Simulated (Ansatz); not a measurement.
Species: ScF2 (charge +1, singlet). SMILES: [F][Sc+][F]
Coordinates optimised at B3LYP-D3(BJ)/def2-TZVP (Ansatz, a first-principles code):
```
Sc
F 1 1.7677
F 1 1.7677 2 114.21
```
Charge +1, spin multiplicity 1.

Parts of the frozen-core correlation energy in def2-TZVPPD (Ansatz, hartree). Frozen orbitals: 11; correlated occupied orbitals by spin: 8 and 8; virtual: 128 and 128. No spin-orbit coupling. Non-relativistic.

```csv
term,value
reference (HF),-958.63668
MP2 opposite-spin,-0.42231
MP2 same-spin,(withheld)
CCSD correlation,(withheld)
(T),(withheld)
T1 diagnostic,0.021
largest doubles amplitude,0.020
```

Question: Fill in the missing entries.

Answer: 
- MP2 same-spin, value: -0.15569
- CCSD correlation, value: -0.56674
- (T), value: -0.02171
